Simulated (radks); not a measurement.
Task: Excited configurations of Hg: one electron is placed in a higher orbital outside [Xe] 4f14 5d10 6s1. The ground configuration is [Hg]. Calculated with a radial shooting solver on a logarithmic mesh with Libxc functionals: scalar-relativistic Kohn-Sham, PBE, spin-unpolarised, spherical densities, point nucleus. Excitation = E - E(ground); binding = E(ion) - E, where the ion is the core of charge +1; n* = 1/sqrt(2 binding) in atomic units, and the quantum defect is n - n*.

outer orbital  excitation (eV)  binding (eV)     n*  quantum defect  eigenvalue (eV)  <r> (bohr)
5f                       9.777         0.911  3.865           1.135           -0.435       17.36
6p                       6.039         4.649  1.711           4.289           -2.078       4.173
6f                      10.059         0.629  4.651           1.349           -0.366       29.38
7p                       8.826         1.862  2.703           4.297           -1.055       10.71
7d                       9.679         1.009  3.673           3.327           -0.563       19.03

Estimate the row for 7f.

Result: excitation (eV) 10.234; binding (eV) 0.454; n* 5.472; quantum defect 1.528; eigenvalue (eV) -0.286; <r> (bohr) 44.02. The Delta-SCF ionisation energy is 10.688 eV (NIST Atomic Spectra Database: 10.438 eV, measured). Self-interaction in the functional shifts the binding energies and quantum defects, so they are the method's values and not measured ones. Spin polarisation and multiplet splitting are left out, so open shells lie too high by an amount that depends on their filling.

Beside tabulated values, note that spin-unpolarised runs miss the spin-polarisation part of the exchange energy of open shells.
